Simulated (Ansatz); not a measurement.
Reaction (substitution at a C–C bond): `CC([SiH3])C=N` + `C[NH][InH][OH]` → `C[N](C)[InH][OH]` + `N=CC[SiH3]`

Program: Ansatz. Geometries: PBE0-D4/def2-TZVP. ΔE: electronic, gas phase. CBS: MP2 limit from def2 TZ/QZ plus the TZ coupled-cluster correction, frozen cores. DFT in def2-TZVPP. def2 core potentials past Kr. For In outer-core shells are correlated without core-valence functions, which leaves a few kJ/mol of doubt a bond. Each species was taken in one conformer, which may not be the lowest.

```
             level  ΔE (kJ/mol)
           ωB97X-V         19.8
           ωB97M-V         21.4
            B2PLYP         17.3
     HF/def2-TZVPP         20.3
    MP2/def2-TZVPP         19.6
SCS-MP2/def2-TZVPP         18.9
     HF/def2-QZVPP         20.0
SCS-MP2/def2-QZVPP         19.2
```

(1) What does CCSD(T)/CBS give? (Estimate.)

Largest T1 diagnostic among the species: 0.016.

Answers

(1) Computed: +19.6 kJ/mol. The listed levels differ from it by 0.2, 1.8, -2.3, 0.7, 0.0, -0.7, 0.4, -0.4 kJ/mol.
